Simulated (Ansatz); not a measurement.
H₈O₂Si₂Sn, SMILES `[SiH3][O][SnH2][O][SiH3]`, one more setting.

```yaml
crystal:
  periodic: [false, false, false]
  atoms:
    - {symbol: Si, position_ang: [-1.248778, 1.199088, 1.581247]}
    - {symbol: O, position_ang: [-0.069850, 1.562562, 0.510129]}
    - {symbol: Sn, position_ang: [0.350409, 1.078330, -1.330683]}
    - {symbol: O, position_ang: [0.297667, -0.869893, -1.367265]}
    - {symbol: Si, position_ang: [0.969112, -2.080472, -0.499550]}
    - {symbol: H, position_ang: [-1.408973, 2.337670, 2.522580]}
    - {symbol: H, position_ang: [-2.547160, 0.962953, 0.885385]}
    - {symbol: H, position_ang: [-0.905868, -0.024844, 2.354464]}
    - {symbol: H, position_ang: [-0.902928, 1.589854, -2.351501]}
    - {symbol: H, position_ang: [1.939894, 1.607255, -1.592153]}
    - {symbol: H, position_ang: [2.317879, -1.690415, 0.004907]}
    - {symbol: H, position_ang: [1.110198, -3.274843, -1.372314]}
    - {symbol: H, position_ang: [0.118697, -2.431844, 0.669554]}
basis:
  gaussian: {orbitals: ANO-RCC-VTZP}
hamiltonian: {xc: {name: wB97M-V}, pseudopotentials: {relativity: scalar}}
scf: {lower_state_search: off}
output: {forces: true}
```

```sh
$ ansatz run in.yaml --threads 4 --pin off --events-out ev --progress --plain --max-ram 11315MiB
```

Output, abridged:

```
Functional definition: wB97M-V
2326 factors; their error is unknown
584 factors; integrals over basis functions are off by at most 6.2e-6 eV
mean field evaluation 1: about -188068.1225 eV, gradient 7.3e1 eV
mean field evaluation 2: about -188060.9335 eV, gradient 9.9e1 eV
mean field evaluation 4: about -188076.9701 eV, gradient 1.4e0 eV
mean field evaluation 8: about -188077.1606 eV, gradient 2.2e-1 eV
mean field evaluation 16: about -188077.1607 eV, gradient 2.5e-3 eV
mean field -188077.16069358 eV, -6911.7081722109 hartree, gradient 8.0e-6 eV, S^2 0.000000; 0 other end points of the search recorded, 0 dependent functions left out
reference -188077.16079344 eV, -6911.7081758808 hartree; 51, 51 occupied and 257, 257 virtual orbitals, 2326 factors
Total energy: -188077.16079344 eV, -6911.7081758808 hartree
Relativity: scalar
Atom 0 at    -1.248778     1.199088     1.581247 Å, force    -0.293423    -0.055610     0.331872 eV/Å
Atom 1 at    -0.069850     1.562562     0.510129 Å, force     0.133654     0.031834    -0.091801 eV/Å
Atom 2 at     0.350409     1.078330    -1.330683 Å, force     0.046922     0.145251    -0.179038 eV/Å
Atom 3 at     0.297667    -0.869893    -1.367265 Å, force    -0.087432     0.111616    -0.084843 eV/Å
Atom 4 at     0.969112    -2.080472    -0.499550 Å, force     0.155929    -0.370958     0.193479 eV/Å
Atom 5 at    -1.408973     2.337670     2.522580 Å, force     0.017976    -0.134638    -0.113038 eV/Å
Atom 6 at    -2.547160     0.962953     0.885385 Å, force     0.144136     0.022395     0.053794 eV/Å
Atom 7 at    -0.905868    -0.024844     2.354464 Å, force    -0.032588     0.133365    -0.095506 eV/Å
Atom 8 at    -0.902928     1.589854    -2.351501 Å, force     0.064001    -0.023827     0.056631 eV/Å
Atom 9 at     1.939894     1.607255    -1.592153 Å, force    -0.081972    -0.031757     0.011920 eV/Å
Atom 10 at     2.317879    -1.690415     0.004907 Å, force    -0.143620    -0.020334    -0.056069 eV/Å
Atom 11 at     1.110198    -3.274843    -1.372314 Å, force    -0.015326     0.142623     0.103272 eV/Å
Atom 12 at     0.118697    -2.431844     0.669554 Å, force     0.091744     0.050042    -0.130674 eV/Å
Dipole moment:     0.090686     0.280627    -0.345887 e Å
Checks for a lower state left out: stability, starts, cluster_reference, orbital_swaps, neighbouring_geometries, increment
```

It took 38 s on 4 threads of an Arm Neoverse V2 on a shared host, with 2.3 GiB of host memory at the peak.
